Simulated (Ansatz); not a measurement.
System: CH2Br, charge 0, doublet. CH2Br (SMILES [CH2]Br, doublet).
B3LYP-D3(BJ)/def2-TZVP minimum from Ansatz (a program for electronic structure):
```xyz
4

C     -1.4125    -0.4603     0.0643
Br     0.3501     0.1141    -0.0159
H     -1.8885    -0.4830     1.0293
H     -1.8881    -0.7477    -0.8575
```
Charge 0, spin multiplicity 2.

Total energies in cc-pVTZ, 13 correlated electrons, 15 frozen orbitals. UHF or UKS for unpaired electrons; spin-orbit terms are left out. Correlated methods leave the cores frozen (noble-gas shells, and filled d and f shells in the p block). No relativity. Spin-orbit terms, left out, reach several kcal/mol for Br and I, and more for heavier atoms.

```csv
method,program,energy (Eh),minus CCSDT(Q) (mEh)
HF,Ansatz,-2611.45837,352.81
MP2,Ansatz,-2611.76639,44.80
CCSD,Ansatz,-2611.79664,14.54
CCSD(T),Ansatz,-2611.80970,1.49
CCSDT(Q),Ansatz,-2611.81118,0.00
```

Rough core times of Ansatz's runs on a shared machine: CCSD(T) under 20 s, CCSDT(Q) 20 min.
